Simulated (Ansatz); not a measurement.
Consider the substitution at a C–Ge bond: `[CH3][GeH2][CH2]N` + `CBO` → `CBOCN` + `[CH3][GeH3]`.

Gas-phase electronic energies from Ansatz, PBE0-D4/def2-TZVP geometries. CBS: MP2 limit from def2 TZ/QZ plus the TZ coupled-cluster correction, frozen cores. Functionals use def2-TZVPP. B3LYP here is the variant with VWN-RPA as its local correlation; programs differ in this. For Ge outer-core shells are correlated without core-valence functions, which leaves a few kJ/mol of doubt a bond. Scalar relativity is left out up to krypton. Each species was taken in one conformer, which may not be the lowest.

```
             level  ΔE (kJ/mol)  difference from CCSD(T)/CBS
            PBE-D4         36.4                         -5.8
           ωB97X-V         33.0                         -9.2
            B2PLYP         35.5                         -6.7
               PBE         35.2                         -7.0
            r2SCAN         34.6                         -7.6
              PBE0         35.9                         -6.3
             B3LYP         30.9                        -11.3
CCSD(T)/def2-TZVPP         39.9                         -2.3
    MP2/def2-QZVPP         48.0                          5.8
    CCSD/CBS(def2)         41.6                         -0.6
       CCSD(T)/CBS         42.2                            0
```

Largest T1 diagnostic among the species: 0.012.

In def2-TZVPP, CCSD(T) changes the Hartree–Fock value by +16.1 kJ/mol (the triples alone add +0.6 kJ/mol) and MP2 by +23.2 kJ/mol.
